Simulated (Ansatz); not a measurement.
A structure relaxed at PBE0-D4/def2-TZVP, charge 0, multiplicity 1:

Cartesian coordinates in Å:
```
C -1.1687 -1.0022 -1.2416
N 0.2839 -0.8234 -1.1840
Ga 0.9849 0.4112 0.4433
C 0.3198 -0.6490 1.9950
C 0.0589 2.1215 0.0052
H -1.4853 -1.6320 -2.0771
H -1.5057 -1.4525 -0.3083
H -1.6408 -0.0245 -1.3334
H 0.6288 -0.4007 -2.0388
H 0.7534 -1.7176 -1.0935
H 2.5355 0.3045 0.0914
H 0.7281 -0.2435 2.9252
H 0.6295 -1.6974 1.9458
H -0.7699 -0.6184 2.0849
H -1.0222 2.0620 0.1597
H 0.4299 2.9218 0.6520
H 0.2401 2.4403 -1.0257
```

Problem. Give its formula and SMILES.

Solution. C3H12GaN, `C[NH2+][GaH-]([CH3])[CH3]`.

Problem. Point group (tolerance 0.08 Å, 0.16 Å for H)?

Solution. Cs.

Problem. Summarise the bond lengths by kind.

Solution. 1 × C–N 1.465 Å; 9 × C–H 1.090 to 1.094 Å; 1 × Ga–N 2.160 Å; 2 × H–N 1.014 Å; 2 × C–Ga 1.994 Å; 1 × Ga–H 1.594 Å.

Computed with Ansatz.
